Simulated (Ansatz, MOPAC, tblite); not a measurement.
System: H2B, doublet: symmetric bend, bond length relaxed. Scanned: H-B-H angle. Other coordinates (B-H bond length) were minimised at PBE0/def2-TZVP.

PM7, unrestricted, heats of formation (MOPAC); GFN2-xTB, 300 K electronic temperature (tblite); PM3, unrestricted, heats of formation (MOPAC); FCI/def2-SVP = full CI/def2-SVP, frozen core in Ansatz (a program for electronic structure).

Energies relative to the lowest point of each profile, in kcal/mol; the last columns give the difference from FCI:

```csv
a / °,PM7,GFN2-xTB,PM3,FCI/def2-SVP,PM7 − FCI/def2-SVP,GFN2-xTB − FCI/def2-SVP,PM3 − FCI/def2-SVP
169.77,0.0,4.4,2.6,8.3,-8.3,-3.9,-5.7
158.05,0.7,3.1,1.4,5.5,-4.8,-2.5,-4.2
151.08,1.3,2.1,0.6,3.6,-2.3,-1.5,-3.0
141.44,2.3,0.8,0.0,1.3,0.9,-0.5,-1.3
131.08,3.4,0.0,0.4,0.0,3.4,0.0,0.4
118.78,4.8,0.5,2.9,0.8,4.1,-0.2,2.1
110.41,5.7,2.2,5.9,3.1,2.6,-0.9,2.8
98.28,6.8,7.2,12.2,9.4,-2.6,-2.3,2.8
87.57,7.4,14.9,20.4,18.3,-10.9,-3.4,2.1
79.42,7.3,23.5,—,27.3,-20.0,-3.8,—
69.73,5.8,37.8,—,40.7,-34.9,-2.9,—
60,1.7,57.6,—,57.5,-55.8,0.1,—
```

PM7 is furthest from FCI/def2-SVP at 60 (-55.8 kcal/mol, below); its mean absolute difference over the points is 12.6 kcal/mol.

GFN2-xTB is furthest from FCI/def2-SVP at 169.77 (-3.9 kcal/mol, below); its mean absolute difference over the points is 1.8 kcal/mol.

PM3 is furthest from FCI/def2-SVP at 169.77 (-5.7 kcal/mol, below); its mean absolute difference over the points is 2.7 kcal/mol.

A dash means that the run gave no value there, or that the column was ended at a point which the program doubted or which failed a test of continuity chosen for this set; such a test can also cut sound points.

The scan ran from 180.0 to 60.0; beyond the range shown the relaxed coordinates jump or full CI changes its symmetry label.
